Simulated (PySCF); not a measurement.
## Correlation energy of Eu²⁵⁺ (europium, charge +25)

Starting occupation: [Kr] 4d2, 4d3/2 with m_j = +1/2, +3/2. All numbers are calculated (PySCF 2.14, X2C-1e with screened-nucleus spin-orbit coupling, Gaussian nucleus, in an uncontracted even-tempered set (17 s from 1.9 bohr⁻², ratio 2.8; 14 p from 2.5 bohr⁻², ratio 2.8; 9 d from 2.5 bohr⁻², ratio 2.8; 3 f from 9.3 bohr⁻², ratio 3)). Frozen: [Ar] 3d10; 10 electrons correlated; the 92 highest virtual spinors left out.

MP2 pair energies summed by pair of shells (mhartree):

```csv
pair,energy,share (%)
4p3/2-4p3/2,-95.78,31.4
4d3/2-4p3/2,-64.90,21.3
4p1/2-4p3/2,-51.17,16.8
4d3/2-4p1/2,-26.51,8.7
4p3/2-4s1/2,-24.51,8.0
4p1/2-4s1/2,-11.44,3.8
4d3/2-4s1/2,-9.70,3.2
4s1/2-4s1/2,-7.82,2.6
4p1/2-4p1/2,-7.32,2.4
4d3/2-4d3/2,-5.84,1.9
```

Total MP2 correlation energy: -304.98 mhartree.

At this charge the one-electron X2C treatment keeps the bare 1/r₁₂, with no two-electron picture change or Breit term. The effect here is smaller than on the frozen 1s shell.
